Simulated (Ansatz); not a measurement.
One reagent, a row of partners

Four-centre ligand exchange: NH₃ meets different compounds of Si. Each row is one chosen step, not always the lowest open to these reactants.

Gas-phase electronic energies, without zero-point energy, by CCSD(T) at an estimated basis limit (MP2 extrapolated from triple and quadruple zeta, plus CCSD(T) − MP2 in triple zeta); Ansatz 0.2.0, def2-TZVPP and QZVPP, frozen cores, open shells unrestricted and without spin–orbit coupling, on PBE0-D4/def2-TZVP structures. Extrapolation: Hartree–Fock as exp(−7.88 √X), correlation as X^−2.97. All energies, in kJ/mol, count from the separated reactants, without counterpoise correction; the start and end structures are the complexes reached by relaxing down from the saddle, and deeper ones may exist. Brackets give SMILES, or, where every atom is bracketed, only which atoms are joined. Steps whose reference was doubtful or whose search ended elsewhere are left out.

| reactants | products | broken | formed | start structure | saddle | end structure |
| --- | --- | --- | --- | --- | --- | --- |
| CH₆Si ([CH3][SiH3]) + NH₃ | SiNH₅ ([NH2][SiH3]) + CH₄ | C–Si, H–N | C–H, N–Si | -9.6 | 219.5 | -52.0 |
| SiH₄SO ([OH][SiH2][SH]) + NH₃ | SiNH₅O ([NH2][SiH2][OH]) + H₂S | H–N, S–Si | H–S, N–Si | -17.9 | 80.2 | -7.2 |
| Si₃N₂H₉ ([SiH3][NH][SiH][NH][SiH3]) + NH₃ | Si₂N₂H₇ ([NH2][SiH][NH][SiH3]) + SiNH₅ ([NH2][SiH3]) | H–N, N–Si | H–N, N–Si | -14.2 | 116.5 | 2.2 |
| SiCl₄ ([Cl][Si]([Cl])([Cl])[Cl]) + NH₃ | SiNH₂Cl₃ ([NH2][Si]([Cl])([Cl])[Cl]) + HCl | Cl–Si, H–N | Cl–H, N–Si | -16.3 | ? | 5.1 |
| Si₄H₉O₃F ([F][Si]([O][SiH3])([O][SiH3])[O][SiH3]) + NH₃ | Si₃NH₈O₂F ([NH2][Si]([F])([O][SiH3])[O][SiH3]) + SiH₄O ([OH][SiH3]) | H–N, O–Si | H–O, N–Si | -27.2 | 113.5 | 27.7 |
| SiNH₄F ([NH2][SiH2][F]) + NH₃ | SiN₂H₆ ([NH2][SiH2][NH2]) + HF | F–Si, H–N | F–H, N–Si | -11.6 | 108.7 | 47.2 |

Problem. What is the height of the saddle for SiCl₄ ([Cl][Si]([Cl])([Cl])[Cl]) + NH₃? (Judge from chemistry; the value comes from the calculation.)

Solution. The calculation gives: 76.2 kJ/mol relative to the separated reactants, the lowest of the series; above its start structure the barrier is 76.2 − (-16.3) ≈ 92.5 kJ/mol.

T1 diagnostic: at most 0.014. ⟨S²⟩ of the unrestricted Hartree–Fock references: 0.75 to 0.76 (a pure state has 0.75).

For scale, one of the runs: CCSD(T)/def2-TZVPP, 491 basis functions, launched by `ansatz run in.yaml --threads 4 --pin off --events-out ev --progress --plain --max-ram 46080MiB --backend cuda --devices 0, --max-vram 37GiB`. Time: 74 s of wall clock on 4 CPU threads of an AMD EPYC 7R13 and a share of one NVIDIA H100; the host was shared. Peak host memory: 1.4 GiB.
